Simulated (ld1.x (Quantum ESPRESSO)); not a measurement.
## What one change does to a pseudopotential (indium (In), TM)

indium, norm-conserving Troullier–Martins (Kleinman–Bylander form), made with ld1.x (Quantum ESPRESSO) 7.5 (PBE, scalar-relativistic). Core [Kr] 4d10, reference 5s2 5p0.5 (charge +0.5). Waves: 5s (bound): rc 1.75 bohr; 5p (bound): rc 2.00 bohr. Local part: all-electron potential smoothed inside 1.80 bohr (lloc = -1). Core correction: none.

Change: all radii scaled by about 1.35 (s 2.36, p 2.70 bohr); local potential all-electron potential smoothed inside 2.44 bohr (lloc = -1).

Cutoffs: the cutoffs (Ry, on a coarse ladder) from which the occupation-weighted sum of valence levels, in a spherical-Bessel basis at the reference potential, stays within 10 and 1 mRy of its value at 400 Ry; they do not see the model core or the augmentation charge, which bear on the density cutoff. Errors are all-electron minus pseudo energies relative to the spin-unpolarised reference configuration.

Q: How do hardness, ghosts and transferability respond?

A: The potential gets softer (25 Ry and 50 Ry → 10 Ry and 25 Ry); the bound ghost in d, s disappears; of the 7 tests that both files solve, the error grows in 1 and shrinks in 0 by more than 15 % and 0.3 meV (median size 19.7 → 18.3 meV). A larger radius leaves more room for a smooth pseudo-wave, so fewer plane waves are needed.

```csv
quantity,base,changed
"cutoff, loose",25 Ry,10 Ry
"cutoff, tight",50 Ry,25 Ry
loose cutoff by channel (10 mRy a level),"s 21 Ry, p 6 Ry","s 8 Ry, p 6 Ry"
bound ghosts,"s, d",none
"error for 5s2 5p1, meV [ΔE -1.94 eV]",+5.9,+6.2
"error for 5s2 5p0, meV [ΔE 3.42 eV]",+8.4,+9.6
"error for 5s1 5p0, meV [ΔE 22.66 eV]",+94,+111
"error for 5s1 5p2, meV [ΔE 3.90 eV]",+47,+44
"error for 5s1 5p1, meV [ΔE 10.02 eV]",+20,+18
"error for 5s2 5p1.3, meV [ΔE -2.47 eV]",+12,+12
"error for 5s0 5p3, meV [ΔE 10.01 eV]",+167,+145
```

 A true bound ghost makes a file unfit for plane-wave use even where its test errors are small: the radial tests pick states by their node count and pass the ghost by.
